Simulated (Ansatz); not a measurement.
The molecule O2-, multiplicity 2 (the spin of the measured ground state).

Constants: fifth-degree fit in 1/R to seven points, most abundant isotopes. Runs in def2 and cc sets follow the lowest solution found near the PBE0 minimum.

Cores are frozen in the correlated methods.

Run with Ansatz (an electronic-structure program) with Gaussian orbitals. Values without a source in brackets are computed.

Energies at CCSD/def2-TZVPP:

```csv
R (Å),E (hartree)
1.235480,-150.10207177
1.268692,-150.10823672
1.299246,-150.11149160
1.333787,-150.11289064
1.368327,-150.11232179
1.408181,-150.10972344
1.454678,-150.10467037
```

Task: With a reduced mass of 7.9975 u, find the minimum, the force constant and the constants.

Result: A fifth-degree polynomial in 1/R puts the minimum at r_e = 1.3400 Å with force constant 689 N/m. Then ω_e = (1/2πc)√(k/μ) = 1209 cm⁻¹ and B_e = h/(8π²cμr_e²) = 1.174 cm⁻¹; the cubic and quartic terms give α_e = 0.012 and ω_e x_e = 8.0 cm⁻¹.
